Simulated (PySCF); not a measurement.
# Exercise with solution: chemical shift, span and skew from a shielding tensor

Si(GeH3)2(H)2 (Ge₂H₈Si), SMILES [GeH3][SiH2][GeH3]. Atoms are numbered in the order given.

```xyz
11

Si     0.0658    -0.8719    -0.6813
Ge     1.9031     0.5156    -0.0670
Ge    -1.9329    -0.1200     0.3762
H      0.3470    -2.2844    -0.2740
H     -0.1114    -0.8383    -2.1672
H      1.6259     1.9718    -0.4856
H      2.1032     0.4799     1.4598
H      3.2053     0.0491    -0.7442
H     -3.1368    -0.9949    -0.0205
H     -2.2286     1.3360    -0.0307
H     -1.7709    -0.1721     1.9072
```
Charge 0, spin multiplicity 1.

The structure is a stationary point at PBE0-D3(BJ)/def2-SVP.

GIAO shieldings from PBE0/pcSseg-1 (PySCF), non-relativistic, no solvent. The symmetric part of the tensor of Si1 has the principal values 450.9, 451.9, 461.3 ppm. The same nucleus in TMS has σ = 352.7 ppm at this level (PySCF, at its B3LYP-D3(BJ)/def2-TZVP geometry).

### Question
Work out the isotropic shielding, the ²⁹Si shift against TMS, the span and the skew.

### Answer

σ(iso) = (σ11 + σ22 + σ33)/3 = 454.7 ppm. δ = σ(ref) − σ(iso) = 352.7 − (454.7) = -102.0 ppm.
Span Ω = σ33 − σ11 = 10.4 ppm. Skew κ = 3(σ(iso) − σ22)/Ω = 0.81. Tumbling in solution averages the tensor to δ; in a static solid the shielding alone would spread this spin-1/2 line over Ω.
